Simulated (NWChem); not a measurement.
# C2H4BF2N; SMILES C=C(F)B(N)F

```xyz
10

C     -1.1769    -1.5404     0.2488
C     -0.0713    -0.8097     0.0073
F      1.1020    -1.4507    -0.2269
B      0.0386     0.7673    -0.0012
N     -1.0751     1.5936    -0.2184
F      1.2434     1.3331     0.2183
H     -1.1486    -2.6409     0.2554
H     -2.1315    -1.0410     0.4663
H     -1.9974     1.2378    -0.4619
H     -1.0093     2.6112    -0.1838
```
Atoms are numbered in this order, from 1.

Results from NWChem. Structure relaxed at the PBE-D3(BJ)/def2-SVP level. B3LYP is NWChem's, with the RPA form of VWN correlation.

For level PBE0/def2-SVP:

highest occupied level (eV): -7.45
orbital gap (eV): 6.79

Question: Estimate the same quantities for level B3LYP/def2-SVP.

Answer: The highest occupied level (eV) is -7.16 and the orbital gap (eV) comes out as 6.33.
